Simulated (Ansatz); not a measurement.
Geometry optimisation, RHF/STO-3G in Ansatz.

The input (input.yaml):

```yaml
crystal:
  periodic: [false, false, false]
  atoms:
    - { symbol: C, position_ang: [1.7981, -0.5126, 0.5729] }
    - { symbol: C, position_ang: [0.6331, -0.4054, -0.4607] }
    - { symbol: "N", position_ang: [0.9282, -0.8792, -1.7482] }
    - { symbol: C, position_ang: [-0.5335, 0.0828, -0.2414] }
    - { symbol: O, position_ang: [-1.5454, -0.0588, -1.2878] }
    - { symbol: Si, position_ang: [-1.2743, 0.8543, 1.3294] }
    - { symbol: O, position_ang: [-2.8304, 1.2947, 1.0982] }
    - { symbol: H, position_ang: [2.154, -1.4797, 0.6416] }
    - { symbol: H, position_ang: [2.5886, 0.1835, 0.2859] }
    - { symbol: H, position_ang: [1.4548, -0.1447, 1.585] }
    - { symbol: H, position_ang: [0.7167, -0.183, -2.4233] }
    - { symbol: H, position_ang: [1.9753, -1.0854, -1.7977] }
    - { symbol: H, position_ang: [-1.2023, -0.6862, -1.8929] }
    - { symbol: H, position_ang: [-1.2379, -0.1238, 2.464] }
    - { symbol: H, position_ang: [-0.4778, 2.0193, 1.6969] }
    - { symbol: H, position_ang: [-3.1702, 1.1015, 0.2224] }
basis:
  gaussian: { orbitals: STO-3G }
hamiltonian:
  xc: hf
relax:
  f_tol: 0.02
  max_steps: 50
output:
  orbitals: {}
```

Run as:

```bash
$ ansatz run input.yaml --threads 1 --pin off --max-ram 2048MiB --backend cpu --events-out ev --progress --plain --runs-dir out
```

Question: Where does it end, and by what steps?

Answer: The forces met the threshold. Limits of this set-up: minimal basis. After 15 steps the energy has fallen by 0.997 eV; H12 moved furthest, 1.01 Å.

```json
{"step": "0", "energy less start (eV)": "0.0000", "largest force component (eV/Å)": "5.265", "accepted": "yes"}
{"step": "1", "energy less start (eV)": "-0.7768", "largest force component (eV/Å)": "1.137", "accepted": "yes"}
{"step": "2", "energy less start (eV)": "-0.8294", "largest force component (eV/Å)": "0.776", "accepted": "yes"}
{"step": "3", "energy less start (eV)": "-0.8645", "largest force component (eV/Å)": "0.689", "accepted": "yes"}
{"step": "4", "energy less start (eV)": "-0.9013", "largest force component (eV/Å)": "0.226", "accepted": "yes"}
{"step": "5", "energy less start (eV)": "-0.9267", "largest force component (eV/Å)": "0.252", "accepted": "yes"}
{"step": "6", "energy less start (eV)": "-0.9156", "largest force component (eV/Å)": "1.273", "accepted": "no"}
{"step": "7", "energy less start (eV)": "-0.9456", "largest force component (eV/Å)": "0.201", "accepted": "yes"}
{"step": "8", "energy less start (eV)": "-0.9608", "largest force component (eV/Å)": "0.182", "accepted": "yes"}
{"step": "9", "energy less start (eV)": "-0.9667", "largest force component (eV/Å)": "0.750", "accepted": "yes"}
{"step": "10", "energy less start (eV)": "-0.9890", "largest force component (eV/Å)": "0.240", "accepted": "yes"}
{"step": "11", "energy less start (eV)": "-0.9804", "largest force component (eV/Å)": "1.174", "accepted": "no"}
{"step": "12", "energy less start (eV)": "-0.9955", "largest force component (eV/Å)": "0.112", "accepted": "yes"}
{"step": "13", "energy less start (eV)": "-0.9961", "largest force component (eV/Å)": "0.098", "accepted": "yes"}
{"step": "14", "energy less start (eV)": "-0.9964", "largest force component (eV/Å)": "0.052", "accepted": "yes"}
{"step": "15", "energy less start (eV)": "-0.9965", "largest force component (eV/Å)": "0.011", "accepted": "yes"}
```

```xyz
16
Properties=species:S:1:pos:R:3
C 1.799 -0.298 0.496
C 0.619 -0.313 -0.466
N 0.845 -0.810 -1.835
C -0.613 0.084 -0.190
O -1.597 0.009 -1.177
Si -1.303 0.769 1.405
O -2.894 1.234 1.118
H 2.195 -1.301 0.643
H 2.609 0.320 0.111
H 1.512 0.093 1.466
H 1.603 -0.256 -2.267
H 1.227 -1.769 -1.779
H -1.106 -0.363 -1.953
H -1.249 -0.229 2.421
H -0.545 1.895 1.834
H -3.124 0.913 0.216
```

Time of the run: 69 s on 1 thread of Arm Neoverse N1 (shared host), peak memory 0.15 GiB.
